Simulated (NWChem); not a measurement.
**Lowest excitation of HF$_{2}$Ga**

SMILES: [F][GaH][F]
```xyz
4

Ga     0.0000     0.0000    -0.3177
H      0.0000     0.0000    -1.8593
F      1.4476     0.0000     0.6505
F     -1.4476     0.0000     0.6505
```
Charge 0, spin multiplicity 1.

All runs are NWChem calculations. Structure: optimised with PBE0/def2-SVP, a minimum by its harmonic frequencies.

Basis set: def2-SVPD.

```csv
method,lowest vertical singlet excitation energy (eV),relative cost,difference from EOM-CCSD
TD-PBE,6.70,1,-1.23
CIS,9.02,under 3,+1.09
TD-B3LYP,7.30,under 3,-0.63
TD-PBE0,7.50,under 3,-0.42
EOM-CCSD,7.93,7,0.00
```

The values span 2.32 eV, from TD-PBE (lowest) to CIS (highest). Relative cost: rough, from shared machines, SCF included, TD-PBE = 1.

The Hamiltonian is non-relativistic. The correlated methods keep 11 core orbitals frozen. B3LYP has NWChem's definition, with VWN1-RPA local correlation. The structure started from a generated list of species. No row is a measurement; the coupled-cluster row has its own basis-set and correlation limits.
